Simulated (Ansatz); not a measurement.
Ansatz (an electronic-structure program) input (B3LYP/def2-TZVPD):

Ansatz 0.2 input:
```yaml
crystal:
  periodic: [false, false, false]
  atoms:
    - {symbol: C, position_ang: [-2.52971093, 0.05714897, -0.39430108]}
    - {symbol: C, position_ang: [-1.33455279, -0.62405913, 0.26435911]}
    - {symbol: C, position_ang: [-0.01600221, -0.01635351, 0.03044103]}
    - {symbol: O, position_ang: [-0.00418030, 1.19155242, -0.37852481]}
    - {symbol: C, position_ang: [1.24785494, -0.74800677, 0.25943247]}
    - {symbol: C, position_ang: [2.52233321, 0.08806350, 0.24169161]}
    - {symbol: H, position_ang: [-2.63704868, 1.08833915, -0.06303740]}
    - {symbol: H, position_ang: [-2.43609655, 0.04944614, -1.47989648]}
    - {symbol: H, position_ang: [-3.43660476, -0.48184017, -0.12816194]}
    - {symbol: H, position_ang: [-1.43489300, -0.61069924, 1.36369638]}
    - {symbol: H, position_ang: [-1.25954720, -1.68842051, 0.02161593]}
    - {symbol: H, position_ang: [1.13171233, -1.31513339, 1.18893125]}
    - {symbol: H, position_ang: [1.26856386, -1.52299558, -0.52170699]}
    - {symbol: H, position_ang: [3.38177233, -0.55646580, 0.41545845]}
    - {symbol: H, position_ang: [2.52369684, 0.84527644, 1.02813173]}
    - {symbol: H, position_ang: [2.69267191, 0.56600518, -0.72741104]}
    - {symbol: H, position_ang: [0.89968193, 1.55331009, -0.47916017]}
basis:
  gaussian:
    orbitals: def2-TZVPD
hamiltonian:
  xc: {name: B3LYP}
total_charge: 1
output: {forces: true}
```

Output:

```
Functional definition: B3LYP
integrals: 0.30 GiB planned
1615 factors; their error is unknown
0.48 GiB of the device are held for the grids
1.91 GiB of device memory are held for the factors and their scratch space
mean field: 2.49 GiB planned
mean field evaluation 1: about -7387.1430 eV, gradient 9.9e1 eV
mean field evaluation 2: about -7377.4220 eV, gradient 1.2e2 eV
mean field evaluation 4: about -7407.5747 eV, gradient 9.6e0 eV
mean field evaluation 8: about -7407.7371 eV, gradient 1.2e-1 eV
mean field evaluation 16: about -7407.6917 eV, gradient 5.0e-4 eV
mean field -7407.69166833 eV, -272.2276476972 hartree, gradient 8.1e-6 eV, S^2 0.000000; 0 other end points of the search recorded, 0 dependent functions left out
the calculation of the forces begins
reference -7407.69197299 eV, -272.2276588934 hartree; 24, 24 occupied and 300, 300 virtual orbitals, 1615 factors
Total energy: -7407.69197299 eV, -272.2276588934 hartree
Atom 0 at    -2.529711     0.057149    -0.394301 Å, force    -0.022745     0.000579    -0.001513 eV/Å
Atom 1 at    -1.334553    -0.624059     0.264359 Å, force    -0.021768    -0.011651     0.001431 eV/Å
Atom 2 at    -0.016002    -0.016354     0.030441 Å, force     0.001248    -0.006087     0.003490 eV/Å
Atom 3 at    -0.004180     1.191552    -0.378525 Å, force    -0.002892     0.028860    -0.013687 eV/Å
Atom 4 at     1.247855    -0.748007     0.259432 Å, force     0.017605    -0.007549     0.006226 eV/Å
Atom 5 at     2.522333     0.088064     0.241692 Å, force     0.020667    -0.001965     0.001519 eV/Å
Atom 6 at    -2.637049     1.088339    -0.063037 Å, force    -0.013578     0.006452    -0.001843 eV/Å
Atom 7 at    -2.436097     0.049446    -1.479896 Å, force    -0.011244     0.002155    -0.009844 eV/Å
Atom 8 at    -3.436605    -0.481840    -0.128162 Å, force    -0.011344    -0.000342    -0.001079 eV/Å
Atom 9 at    -1.434893    -0.610699     1.363696 Å, force    -0.006616    -0.006915     0.011347 eV/Å
Atom 10 at    -1.259547    -1.688421     0.021616 Å, force    -0.007312    -0.010741     0.001580 eV/Å
Atom 11 at     1.131712    -1.315133     1.188931 Å, force     0.005544    -0.010793     0.007952 eV/Å
Atom 12 at     1.268564    -1.522996    -0.521707 Å, force     0.004669    -0.014233    -0.002362 eV/Å
Atom 13 at     3.381772    -0.556466     0.415458 Å, force     0.012552    -0.004802     0.000441 eV/Å
Atom 14 at     2.523697     0.845276     1.028132 Å, force     0.008880     0.009829     0.004627 eV/Å
Atom 15 at     2.692672     0.566005    -0.727411 Å, force     0.013093     0.007400    -0.007364 eV/Å
Atom 16 at     0.899682     1.553310    -0.479160 Å, force     0.013241     0.019804    -0.000922 eV/Å
Dipole moment:     0.346407    -0.121233     0.080777 e Å
```

It need not be the lowest isomer of its formula.
